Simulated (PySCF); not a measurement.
Computed shifts of a molecule C₃H₈O₂Si, PBE0/pcSseg-1 (PySCF), GIAO, gas phase, atoms alike by connectivity averaged where their shifts nearly agree, in ppm (number of nuclei): ¹³C: 247.1 (1), 66.6 (1), 62.8 (1). ²⁹Si: -64.5 (1). ¹H: 12.46 (1), 4.32 (1), 4.08 (1), 3.79 (3), 3.79 (1), 3.68 (1). References: ¹³C against TMS (σ = 186.3 ppm); ¹⁷O against H2O (σ = 334.2 ppm); ²⁹Si against TMS (σ = 352.7 ppm); ¹H against TMS (σ = 31.56 ppm), references at their B3LYP-D3(BJ)/def2-TZVP geometries, non-relativistic. The structure is a stationary point at B3LYP-D3(BJ)/def2-SVP. Other conformers were not sampled.

**Question.** Identify the compound among the candidates.
(A) COC[SiH2]C=O
(B) COCC(=O)[SiH3]
(C) O[SiH2][C@H]1CCO1
(D) C[Si@]1(O)CCO1

**Answer.** A, COC[SiH2]C=O
